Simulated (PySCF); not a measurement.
**Structure revision by computed shifts**

A compound C₃H₁₄Si₃ gives the data below (simulated from a calculation) and was assigned the structure `CC[Si](C)([SiH3])[SiH3]`.

¹³C{¹H} NMR (computed): δ 30.9 (CH2), 16.8 (CH3), -5.2 (C).

¹H NMR (400 MHz, computed): δ 3.98 (s, 9H), 1.74 (q, 2H), 1.21 (t, 3H).

- σ from GIAO-PBE0/pcSseg-1
- geometry from GFN2-xTB
- code: PySCF
- a single conformation, equivalent nuclei averaged, gas phase, no relativistic terms

References, each an isolated molecule treated in the same way: ¹H (σref 31.72), ¹³C (σref 186.93) vs TMS.

Task: Compare with the shifts computed for the proposed structure, pairing carbons in order of shift.

Result: Numbering as in the mapped SMILES `[CH3:1][CH2:2][Si:3]([CH3:4])([SiH3:5])[SiH3:6]` (H(Xn): hydrogen on atom n).

```csv
atom,computed for proposal,given list,difference
C1,12.9,30.9,-18.0
C2,12.9,16.8,-3.9
C4,-1.7,-5.2,+3.5
```

The rms difference is 10.8 ppm and the largest -18.0 ppm at C1 (methyl carbon). The carbon types in order of shift don't match either: CH3, CH2, CH3 for the proposal against CH2, CH3, C in the data. The proposal doesn't fit.

Task: Which isomer fits?

Result: SMILES CCC([SiH3])([SiH3])[SiH3].

1. Carbon types of the structure: 1 × C, 1 × CH2, 1 × CH3, leaving 9 H on heteroatoms.
2. δC 30.9: sp3 CH2; saturated and bonded to C and H only.
3. δC 16.8: methyl carbon; saturated and bonded to C and H only.
4. δC -5.2: fully substituted sp3 carbon bonded to 3 Si; an electropositive neighbour leaves it electron-rich and shielded.
5. δH 1.21: hydrogen on a methyl carbon; far from electronegative atoms and π systems.

The data come from this structure; uniqueness wasn't tested.

Shifts are as computed. Against solution values, carbons near 30 ppm lie about +3 ppm off and those near 130 ppm about +5 ppm (rms about the fit 2.1 ppm; single classes can miss by 10 ppm). Of 1328 compounds with measured shifts, 309 miss one by over three times the rms of a fit or turn the order of signals round; such compounds aren't used in these exercises. Signals without a measured value on file couldn't be tested in this way; 1H shifts scatter by 0.2 ppm about their fit, and single ones miss by 0.5 ppm. Multiplicities follow the n + 1 count of equivalent neighbours, as no J values were calculated; m marks all less simple cases, F and P coupling included.
